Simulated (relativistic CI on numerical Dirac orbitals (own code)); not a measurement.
# Sc2+: resonant inelastic scattering at the L2,3 edge

Computed with this model: Dirac-Coulomb-Breit CI, orbitals from a KLI potential per configuration, model QED (radiative potential, 1s self-energy scaled to tabulated hydrogen-like ionisation energies), valence Slater integrals scaled by 0.8, Kramers-Heisenberg scattering through one core-hole configuration in a parametric crystal field; configurations [Ar] 3d → [He] 2s2 2p5 3s2 3p6 3d2; 300 K; core-hole width 0.4 eV; summed over polarisations. Incident energies are the highest absorption maxima for each field (at most a few, so the weaker spin-orbit partner edge can be absent), on the computed scale of the free ion. Intensities are in per cent of the strongest line above 0.02 eV; levels within 1 cm⁻¹ are merged; final levels count from the ground level, the first row holds all elastic scattering, lines under 0.4 are left out and each table stops after 24 rows. The scale of the Slater integrals is a model choice and moves the terms in proportion.

Field parameters in Wybourne normalisation: Oh B⁴₀ = 21Dq, B⁴₄ = √(5/14) B⁴₀. The field is a parameter set, without covalency.

S is read from ⟨S²⟩ = S(S + 1).

Oh, 10Dq = 3250 cm⁻¹:

```
Final level (eV)  Degeneracy  Irrep     S  402.7 eV  405.3 eV  406.8 eV
           0.000           4     Γ8  0.50     282.1      68.7     307.5
           0.012           2     Γ7  0.50      24.3       5.7      72.9
           0.407           4     Γ8  0.50      53.6      15.8     100.0
```

Oh, 10Dq = 7350 cm⁻¹:

```tsv
Final level (eV)	Degeneracy	Irrep	S	403 eV	406.4 eV	407.1 eV
0.000	4	Γ8	0.50	217.9	102.2	210.4
0.012	2	Γ7	0.50	7.1	7.1	41.1
0.916	4	Γ8	0.50	49.4	12.9	100.0
```

For the first field the strongest loss at the lowest incident energy is the level at 0.41 eV (S = 0.50, against 0.50 in the thermal ground state).
